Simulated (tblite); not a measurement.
Compound: C₄H₁₄GaNSi₂.
Numbering: `[CH2:1]=[CH:2][CH2:3][GaH:4][N:5]([SiH3:6])[CH2:7][SiH3:8]` (hydrogens: H9, H10 on C1; H11 on C2; H12, H13 on C3; H14 on Ga4; H15, H16, H17 on Si6; H18, H19 on C7; H20, H21, H22 on Si8)

Computed with GFN2-xTB (tblite), gas phase: L-BFGS steps from a force-field or distance-geometry start until the largest atomic force falls under 0.01 eV/Å.

Geometry at step 101:
```
atom  x, y, z in Å
C1     -3.8480   -0.7014    0.4494
C2     -3.1968    0.4495    0.3244
C3     -1.8607    0.7072    0.9173
Ga4    -0.4208   -0.2304   -0.2406
N5      1.3194    0.4798   -0.4726
Si6     1.5068    2.1809   -0.7109
C7      2.5347   -0.2590   -0.1242
Si8     2.3273   -2.1356   -0.3171
H9     -4.8164   -0.8679    0.0072
H10    -3.4390   -1.5112    1.0392
H11    -3.6299    1.2578   -0.2591
H12    -1.6258    1.7745    0.9970
H13    -1.7865    0.2589    1.9153
H14    -0.8135   -1.5171   -1.0652
H15     0.1928    2.6480   -1.1909
H16     2.5666    2.3897   -1.7079
H17     1.9061    2.8666    0.5241
H18     3.3691    0.0782   -0.7526
H19     2.8383   -0.0240    0.9067
H20     1.7719   -2.4556   -1.6424
H21     1.4356   -2.6302    0.7518
H22     3.6584   -2.7394   -0.1204
```

Problem. What forces act on the atoms?

Solution. 
| atom | Fx (eV/Å) | Fy (eV/Å) | Fz (eV/Å) |
| --- | --- | --- | --- |
| C1 | 0.030 | 0.025 | 0.030 |
| C2 | 0.010 | -0.004 | 0.012 |
| C3 | 0.020 | 0.008 | 0.002 |
| Ga4 | 0.069 | 0.026 | 0.008 |
| N5 | 0.037 | -0.002 | 0.003 |
| Si6 | -0.006 | -0.073 | -0.051 |
| C7 | -0.041 | 0.032 | -0.032 |
| Si8 | 0.124 | -0.111 | -0.008 |
| H9 | 0.036 | 0.021 | 0.003 |
| H10 | -0.010 | 0.031 | -0.049 |
| H11 | 0.044 | -0.079 | -0.004 |
| H12 | -0.041 | -0.019 | -0.004 |
| H13 | -0.018 | 0.014 | 0.015 |
| H14 | 0.013 | -0.030 | -0.013 |
| H15 | 0.006 | -0.015 | 0.020 |
| H16 | -0.011 | -0.003 | -0.012 |
| H17 | 0.006 | 0.105 | 0.098 |
| H18 | -0.077 | 0.045 | -0.065 |
| H19 | -0.019 | -0.030 | 0.014 |
| H20 | 0.057 | 0.001 | 0.056 |
| H21 | -0.116 | 0.012 | 0.034 |
| H22 | -0.114 | 0.045 | -0.056 |

The largest, 0.17 eV/Å, acts on Si8; the rms over all components is 0.046 eV/Å. The forces sum to zero within rounding, as they must for an isolated molecule in no field.

Problem. Give the force on Si8 in Eh/bohr and in nN.

Solution. 0.167 eV/Å ÷ 51.422 = 0.00324 Eh/bohr, and 0.167 eV/Å × 1.602 = 0.27 nN.

Problem. How far is this geometry from the end of the optimisation?

Solution. 0.039 eV above it, and 0.241 Å rms away after alignment. The bonds farthest from their final lengths, with half the difference of the two atoms' forces along the bond (positive lengthens):

```json
{"bond": "Ga4–N5", "now (Å)": "1.894", "final (Å)": "1.883", "force along bond (eV/Å)": "-0.02"}
{"bond": "Si8–H21", "now (Å)": "1.477", "final (Å)": "1.487", "force along bond (eV/Å)": "+0.07"}
{"bond": "Si8–H22", "now (Å)": "1.475", "final (Å)": "1.467", "force along bond (eV/Å)": "-0.14"}
{"bond": "Si6–H17", "now (Å)": "1.468", "final (Å)": "1.475", "force along bond (eV/Å)": "+0.11"}
{"bond": "C3–Ga4", "now (Å)": "2.072", "final (Å)": "2.067", "force along bond (eV/Å)": "+0.01"}
{"bond": "N5–C7", "now (Å)": "1.464", "final (Å)": "1.460", "force along bond (eV/Å)": "-0.05"}
```

The angle farthest from its final value is C2–C3–Ga4, 108.9° against 104.0°.

Of the 2 listed bonds off by 0.010 Å or more, this force points towards the final length in 2.

The cost below is that of the whole relaxation. Time: 2.1 s of wall time. Hardware: one thread of an Arm Neoverse V1, no GPU, shared host with 32 logical CPUs at a one-minute load of 14.
